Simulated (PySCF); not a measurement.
**Working with the constants of TeF⁺**

M06 constants of TeF⁺, ³Σ⁻ (triplet), unpaired electrons π ↑↑ (Te cc-pVDZ-PP with ECP28, F cc-pVDZ; scalar-relativistic core potentials (PySCF 2.14); masses 129.9062 and 18.9984 u):

```
ωe            : 717.6 cm⁻¹
ωexe          : 2.81 cm⁻¹
Be            : 0.28713 cm⁻¹
αe            : 0.00153 cm⁻¹
De to Te⁺ + F : 3.42 eV
```

Question: What force constant and bond length do these constants imply?

Answer: Reduced mass μred = 16.574 u; k = 5.8918×10⁻⁷·μred·ωe² (u, cm⁻¹, mdyn/Å) = 5.03 mdyn/Å; Re = √(16.8576/(μred·Be)) (u, cm⁻¹, Å) = 1.882 Å.

Question: Estimate the centrifugal constant D from the Kratzer relation and find the Dunham coefficient a1.

Answer: D = 4Be³/ωe² = 1.84e-07 cm⁻¹; a1 = −1 − αeωe/(6Be²) = -3.22.

Spin–orbit coupling is left out, which matters for elements this heavy, above all for dissociation energies. For an ion De counts to the pair picked by the measured ionisation energies or electron affinities, which need not be the lowest pair at this level. The state was picked by a PBE0 search and need not be the measured ground state.
